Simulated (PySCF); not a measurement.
## Calculated data, BH3NO

All values are calculated (PySCF 2.14.0). Calculation on a computer-drawn molecule: vertical ionisation energy to the stated ion spin, frozen-core CCSD(T) at the basis limit and cheaper methods, single-reference cases, UHF for radicals, no spin-orbit; all values are single points at the evaluated structure, the first of each entry, which is the reference or a displaced copy of it and isn't optimised; the reference structure only sets the zero of the energies above reference; triples share is (T) over the correlation energy.

Common to all runs: charge 1; multiplicity 1; ion multiplicity 2; diffuse functions no; basis cc-pVnZ; reference is the Hartree-Fock double-zeta minimum; best is HF at quadruple zeta + MP2 correlation extrapolated from triple and quadruple zeta + CCSD(T) minus MP2 at triple zeta; basis step is the size of the change from the same recipe one zeta lower.

(1) 
```xyz
6
formula=BH3NO ionisation_energy_best=19.08 ionisation_energy_basis_step=0.04611 energy_above_reference_best=17.11 energy_above_reference_basis_step=0.595 ionisation_energy_Koopmans_at_triple_zeta=19.73 ionisation_energy_EOM_CCSD_at_triple_zeta=18.98 total_energy_HF_triple_zeta=-155.6020 total_energy_CCSD(T)_triple_zeta=-156.1490 total_energy_best=-156.2282 T1_diagnostic_at_triple_zeta=0.01269 D1_diagnostic_at_triple_zeta=0.03467 ion_T1_diagnostic_at_triple_zeta=0.0262 ion_D1_diagnostic_at_triple_zeta=0.1228 ion_spin_squared_at_triple_zeta=0.7597 triples_share_at_triple_zeta=0.03511 basis_functions_triple_zeta=132
N      0.2071    -0.6154     1.7338
B     -0.8640    -0.4966     1.0322
O     -1.9366    -0.3972     0.3726
H      0.6849    -1.4060     1.9089
H      0.6419     0.1922     2.3126
H     -2.7531    -0.5861     0.5367
```

Units: ionisation_energy_best, ionisation_energy_basis_step, ionisation_energy_Koopmans_at_triple_zeta, ionisation_energy_EOM_CCSD_at_triple_zeta in eV; energy_above_reference_best, energy_above_reference_basis_step in kcal/mol; total_energy_HF_triple_zeta, total_energy_CCSD(T)_triple_zeta, total_energy_best in hartree.

Reference structure:
```xyz
6
BH3NO
N      0.2221    -0.5950     1.7700
B     -0.8870    -0.5336     1.0461
O     -1.8982    -0.4616     0.3025
H      0.7377    -1.4509     1.8994
H      0.6243     0.2150     2.2142
H     -2.8101    -0.5731     0.5663
```

Drawn bonds:
```csv
atom,other atom,order
1,2,1
2,3,1
1,4,1
1,5,1
3,6,1
```

Triple zeta:
```csv
method,ionisation energy (eV),energy above reference (kcal/mol)
HF,17.66,15.2
PBE,18.77,18.36
r2SCAN,18.73,17.16
B3LYP,18.94,17.16
wB97X,18.97,17.05
MP2,19.05,17.83
CCSD,18.89,17.38
CCSD(T),18.92,17.77
```

(2) 
```xyz
6
formula=BH3NO
N      0.2071    -0.6154     1.7338
B     -0.8640    -0.4966     1.0322
O     -1.9366    -0.3972     0.3726
H      0.6849    -1.4060     1.9089
H      0.6419     0.1922     2.3126
H     -2.7761    -0.5914     0.5413
```

Reference structure:
```xyz
6
BH3NO
N      0.2221    -0.5950     1.7700
B     -0.8870    -0.5336     1.0461
O     -1.8982    -0.4616     0.3025
H      0.7377    -1.4509     1.8994
H      0.6243     0.2150     2.2142
H     -2.8101    -0.5731     0.5663
```

Drawn bonds:
```csv
atom,other atom,order
1,2,1
2,3,1
1,4,1
1,5,1
3,6,1
```

**Q.** BH3NO (entry 2): ion T1 diagnostic at triple zeta?
**A.** 0.02646

**Q.** Give the table of triple zeta values for BH3NO (entry 2).
**A.** 
Triple zeta:
```csv
method,ionisation energy (eV),energy above reference (kcal/mol)
HF,17.64,11.69
PBE,18.74,14.12
r2SCAN,18.7,13.16
B3LYP,18.91,13.14
wB97X,18.94,13.09
MP2,19.02,13.8
CCSD,18.86,13.44
CCSD(T),18.89,13.77
```

Further results for BH3NO (entry 2):

- ionisation energy best: 19.05 eV
- ionisation energy basis step: 0.04603 eV
- energy above reference best: 13.21 kcal/mol
- energy above reference basis step: 0.4983 kcal/mol
- ionisation energy Koopmans at triple zeta: 19.71 eV
- ionisation energy EOM CCSD at triple zeta: 18.95 eV
- total energy HF triple zeta: -155.6076 hartree
- total energy CCSD(T) triple zeta: -156.1554 hartree
- total energy best: -156.2344 hartree
- T1 diagnostic at triple zeta: 0.01274
- D1 diagnostic at triple zeta: 0.03486
- ion D1 diagnostic at triple zeta: 0.1243
- ion spin squared at triple zeta: 0.7598
- triples share at triple zeta: 0.03524
- basis functions triple zeta: 132
